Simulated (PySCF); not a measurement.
```xyz
11

C     -1.3256     0.3977     0.3219
C     -0.3072    -0.3462    -0.5480
Si     1.4602    -0.1508     0.0538
H     -2.3445     0.2664    -0.0516
H     -1.3041     0.0385     1.3541
H     -1.1191     1.4709     0.3458
H     -0.3611     0.0076    -1.5837
H     -0.5449    -1.4153    -0.5820
H      2.4120    -0.8883    -0.8194
H      1.5925    -0.6714     1.4417
H      1.8453     1.2867     0.0634
```

Charge 0, multiplicity 1.

Q: Give the Mulliken and meta-Löwdin atomic charges from PySCF with PBE-D3(BJ)/def2-TZVP // r2SCAN-D4/def2-TZVP.

A: 
| atom | Mulliken (e) | meta-Löwdin (e) |
|---|---|---|
| C1 | -0.35 | -0.34 |
| C2 | -0.28 | -0.43 |
| Si3 | 0.13 | 0.43 |
| H4 | 0.12 | 0.12 |
| H5 | 0.12 | 0.12 |
| H6 | 0.12 | 0.12 |
| H7 | 0.12 | 0.12 |
| H8 | 0.12 | 0.12 |
| H9 | -0.03 | -0.08 |
| H10 | -0.03 | -0.09 |
| H11 | -0.03 | -0.09 |
